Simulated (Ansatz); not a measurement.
Cost and result for the atomization energy of CH$_{5}$GaO$_{3}$, SMILES `C[O][Ga]([OH])[OH]` (10 atoms, 9 bonds).

```xyz
10

C    -0.3379   -0.9595   -1.4904
O    -0.1666    0.3353   -0.9568
Ga    0.1781    0.6196    0.7534
O     0.3160   -0.7674    1.8517
O     0.3827    2.2734    1.3622
H    -1.3317   -1.0404   -1.9433
H     0.4083   -1.1353   -2.2724
H    -0.2394   -1.7526   -0.7409
H     0.5041   -0.5137    2.7580
H     0.2865    2.9405    0.6785
```

Total charge 0; spin multiplicity 1. Correlated methods include outer-core shells of Ga, which these sets cover unevenly. Scalar relativity is left out up to krypton. Geometry: relaxed with PBE0-D4/def2-TZVP. It is one conformer, not always the lowest. Program: Ansatz. Hardware: A = 2 threads of an AMD EPYC 7R13 on a shared host; B = 2 threads of an AMD EPYC 7R13 on a shared host and a share of an NVIDIA H100 80 GB. Times are those of one run each, without the atoms' runs, and a repeat can differ threefold. Electronic energies, without spin–orbit coupling; frozen cores. CCSD(T)/CBS adds CCSD(T) − MP2 in def2-TZVPP to the MP2 limit, and its time is that of the two runs behind it. T1 = 0.014. With those shells the extrapolation isn't a true limit. B3LYP takes the VWN-RPA correlation (the form of Gaussian; ORCA's B3LYP/G).

CCSD(T)/CBS is a level of theory with its own doubt, some kJ/mol a heavy atom from the limit and from the frozen cores, so smaller differences don't rank the functionals.

```json
{"level": "CCSD(T)/def2-TZVPP [B]", "functions": "242", "wall time": "3.6 s", "atomization (kJ/mol)": "3593.8", "difference from CCSD(T)/CBS": "-96.9", "per bond": "-10.8"}
{"level": "PBE-D4/def2-TZVPP (with forces) [A]", "functions": "242", "wall time": "3.8 s", "atomization (kJ/mol)": "3729.8", "difference from CCSD(T)/CBS": "39.1", "per bond": "4.3"}
{"level": "PBE0-D4/def2-TZVPP [A]", "functions": "242", "wall time": "4.5 s", "atomization (kJ/mol)": "3625.1", "difference from CCSD(T)/CBS": "-65.6", "per bond": "-7.3"}
{"level": "MP2/def2-QZVPP [B]", "functions": "467", "wall time": "4.6 s", "atomization (kJ/mol)": "3762.0", "difference from CCSD(T)/CBS": "71.3", "per bond": "7.9"}
{"level": "r2SCAN-D4/def2-TZVPP (with forces) [A]", "functions": "242", "wall time": "7 s", "atomization (kJ/mol)": "3671.5", "difference from CCSD(T)/CBS": "-19.2", "per bond": "-2.1"}
{"level": "B3LYP-D4/def2-TZVPP (with forces) [A]", "functions": "242", "wall time": "7.5 s", "atomization (kJ/mol)": "3629.1", "difference from CCSD(T)/CBS": "-61.6", "per bond": "-6.8"}
{"level": "CCSD(T)/CBS(def2)", "functions": "–", "wall time": "8.3 s", "atomization (kJ/mol)": "3690.7", "difference from CCSD(T)/CBS": "0.0", "per bond": "0.0"}
{"level": "B2PLYP/def2-TZVPP [A]", "functions": "242", "wall time": "8.6 s", "atomization (kJ/mol)": "3624.1", "difference from CCSD(T)/CBS": "-66.6", "per bond": "-7.4"}
{"level": "ωB97X-V/def2-TZVPP [A]", "functions": "242", "wall time": "12 s", "atomization (kJ/mol)": "3666.8", "difference from CCSD(T)/CBS": "-23.9", "per bond": "-2.6"}
{"level": "ωB97M-V/def2-TZVPP (with forces) [A]", "functions": "242", "wall time": "16 s", "atomization (kJ/mol)": "3656.7", "difference from CCSD(T)/CBS": "-34.0", "per bond": "-3.8"}
```

From PBE to PBE0 (25 % exact exchange), in def2-TZVPP and without D4, the atomization energy moves by −102.1 kJ/mol: exact exchange takes away binding that semilocal exchange gives to molecules. In def2-TZVPP, CCSD(T) changes the Hartree–Fock value by +1085.1 kJ/mol (the triples alone add +65.2 kJ/mol) and MP2 by +1195.1 kJ/mol; breaking electron pairs costs correlation energy, which Hartree–Fock lacks. The D4 term adds +27.7 kJ/mol with B3LYP and +14.5 kJ/mol with PBE0; it sums over pairs of atoms, weighted by their polarisabilities, and B3LYP, whose exchange is more repulsive, gets the larger term.
